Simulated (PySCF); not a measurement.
PySCF 2.14 output of a UHF calculation on a single atom or ion in 6-31G*, with no relativity, point nucleus:

```
SCF conv_tol = 1e-09
number electrons alpha = 14  beta = 14
cycle= 1 E= -1920.98266755482  delta_E= -9.09e-13  |g|= 9.18e-07  |ddm|= 7.59e-07
converged SCF energy = -1920.98266755482  <S^2> = -8.8817842e-15  2S+1 = 1
```

The run itself started from symmetry-adapted Hartree-Fock orbitals and held the occupation by maximum overlap, so the iterations belong to that start.

**Question.** Which element, charge and spin multiplicity is this?

**Answer.** Ga³⁺ (gallium, charge +3), multiplicity 1; the state was [Ar] 3d10, closed-shell 1S.
